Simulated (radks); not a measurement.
Species: the zinc ion Zn25+. Configuration: [He] 2s2 2p1. Method: Dirac Kohn-Sham, PBEsol, spin-unpolarised, spherical densities, finite nucleus; open shells fill j = l - 1/2 first; Fermi nuclear charge, rms radius 3.9283 fm; computed with a radial shooting solver on a logarithmic mesh with Libxc functionals. Some entries of the table are withheld. Estimate them.

| orbital | occ. | eigenvalue (hartree) | r(max) (bohr) | <r> (bohr) |
|---|---|---|---|---|
| 1s1/2 | 2 | -410.6890 | 0.03287 | (1) |
| 2s1/2 | 2 | (2) | 0.1806 | 0.2094 |
| 2p1/2 | 1 | -89.13088 | 0.1407 | 0.1778 |
| 2p3/2 | 0 | -88.04541 | 0.1432 | 0.1806 |

Answer. 
(1) 1s1/2 <r> (bohr): 0.05008
(2) 2s1/2 eigenvalue (hartree): -92.01436
